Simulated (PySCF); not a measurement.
**Potassium: a sound run and one with changed settings**

Sound run: K [Ar] 4s1, K⁺ [Ar]. Calculation: PySCF 2.14, in cc-pVTZ-X2C; scalar relativity by spin-free X2C-1e. The sound run starts from symmetry-adapted Hartree-Fock orbitals and uses a fine grid where one is needed.

Changed run: initial guess 1e, at most 50 SCF cycles.

```csv
species,method,sound run (hartree),changed run (hartree),converged
K,UHF,-601.46434,-601.46434,yes
K,M06-L,-602.19550,-602.19550,yes
K,r2SCAN,-602.19155,-602.19155,yes
K⁺,UHF,-601.31651,-601.31651,yes
K⁺,M06-L,-602.06057,-602.06057,yes
K⁺,r2SCAN,-602.03519,-602.03519,yes
```

Here the plain start reaches the same solutions.
